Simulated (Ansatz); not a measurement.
A nudged elastic band was laid between two geometries of H4OSi + H6N2Si (15 atoms, charge 0, multiplicity 1).

Method: RKS PBE-D4/cc-pVDZ in Ansatz 0.2.0.

```
movable images  : 7
climbing image  : yes
spring          : 5.0 eV/Å²
optimiser       : quadratic models (default)
start path      : through a guess of the saddle point
force threshold : 0.05 eV/Å
iteration limit : 60
end points      : relaxed
```

First end point:

```xyz
15
Properties=species:S:1:pos:R:3
Si -0.935 -0.463 -1.538
N 0.438 -1.369 -0.817
H -1.424 -0.971 -2.877
H -2.031 -0.665 -0.510
N -0.269 1.128 -1.814
H 0.938 -0.109 0.346
O 0.996 0.750 0.877
Si 0.525 0.566 2.496
H 0.166 -2.261 -0.383
H 1.205 -1.560 -1.475
H -0.832 1.786 -2.362
H 0.082 1.573 -0.952
H 1.521 -0.250 3.300
H -0.827 -0.111 2.631
H 0.447 1.955 3.076
```

Last end point:

```xyz
15
Properties=species:S:1:pos:R:3
Si -1.326 0.235 -0.548
N 1.436 -1.926 -0.881
H -1.711 -0.992 -1.334
H -2.508 1.148 -0.341
N -0.073 1.243 -1.244
H 0.700 -1.848 -0.160
O -0.785 -0.391 0.944
Si 0.083 0.467 2.140
H 0.930 -1.877 -1.778
H 1.955 -1.038 -0.811
H 0.674 0.782 -1.773
H -0.373 2.095 -1.728
H 1.559 0.478 1.818
H -0.147 -0.267 3.435
H -0.415 1.889 2.261
```

Question: What changes between the two ends?

Answer: Bonds broken: Si1–N2, H6–O7. Bonds formed: Si1–O7, N2–H6. H4OSi + H6N2Si becomes H3N + H7NOSi2.

Question: Give the energies along the band, and the barrier.

Answer: The run converged. The highest image is number 4 of 0 to 8, 0.61 eV above the first end and 0.74 eV above the last; the last end lies 0.13 eV below the first. A vibrational analysis at the climbing image gives one clearly imaginary mode, 430i cm⁻¹: a first-order saddle point. The orbitals stay closed-shell, which can raise the energy where a bond breaks towards radicals; this wasn't checked here.

```tsv
image	path coordinate (Å)	energy (eV)	Si1–N2 (Å)	H6–O7 (Å)	Si1–O7 (Å)
0	0.00	0.00	1.80	1.01	3.32
1	2.08	0.02	1.80	1.01	3.30
2	4.16	0.02	1.80	1.01	3.38
3	6.24	0.06	1.79	1.01	3.25
4	8.32	0.61	1.91	1.33	2.25
5	10.47	0.28	2.07	2.18	1.82
6	12.62	0.04	2.41	2.27	1.74
7	14.76	-0.11	3.48	2.36	1.71
8	16.90	-0.13	3.52	2.36	1.71
```

Question: What is the geometry of the highest image?

Answer: 
```xyz
15
Properties=species:S:1:pos:R:3
Si -0.744 -0.158 -1.223
N 0.203 -1.758 -0.802
H -0.926 -0.367 -2.729
H -2.130 -0.292 -0.657
N 0.306 1.228 -1.270
H 0.268 -1.321 0.297
O -0.182 -0.254 0.950
Si 0.302 0.703 2.231
H -0.333 -2.630 -0.907
H 1.094 -1.845 -1.309
H 0.269 1.807 -2.113
H 0.451 1.782 -0.421
H 0.807 2.057 1.742
H 1.440 0.067 3.008
H -0.827 0.981 3.203
```

Question: What are the harmonic wavenumbers there?

Answer: 430i, 48, 73, 109, 164, 272, 298, 353, 391, 464, 492, 609, 634, 667, 696, 712, 788, 803, 874, 895, 903, 911, 934, 958, 999, 1040, 1450, 1460, 1481, 1860, 2035, 2054, 2097, 2106, 2153, 3411, 3454, 3509, 3567 cm⁻¹.

Time of the run: 8.8 min on 4 threads of Arm Neoverse N1, on a shared host, peak memory 0.2 GiB.
